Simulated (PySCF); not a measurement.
# Electronic structure of Ru (ruthenium, neutral) at the UHF level

Configuration: [Kr] 4d7 5s1, high-spin 5F determinant. Computed with PySCF 2.14 in def2-TZVP with the def2 core potential (28 electrons), with scalar relativity through the core potential.

| Property | Result |
| --- | --- |
| Total energy | -94.121142 hartree |
| One-electron energy | -165.1826 hartree |
| Hartree (Coulomb) energy | 80.5738 hartree |
| Exchange energy | -9.5123 hartree |
| ⟨S²⟩ | 6.0031 |
| ⟨L²⟩ | 12.041 |
| Sum of ⟨r⟩ | 24.19 bohr |
| Sum of ⟨r²⟩ | 49.20 bohr² |
| Time after the integrals | 0.16 s of wall time on 1 thread of Neoverse-V1 (shared host) |

```csv
shell,electrons,mean orbital energy (eV),spread (eV),"rms radius, mean of both spins (bohr)"
4s α,1,-97.337,0,1.10
4s β,1,-92.405,0,1.10
4p α,3,-62.471,0,1.22
4p β,3,-56.290,0,1.22
4d α,5,-11.446,1.015,1.82
4d β,2,-8.887,0,1.82
5s α,1,-6.458,0,3.82
```

Energies and moments cover only the electrons outside the core potential.
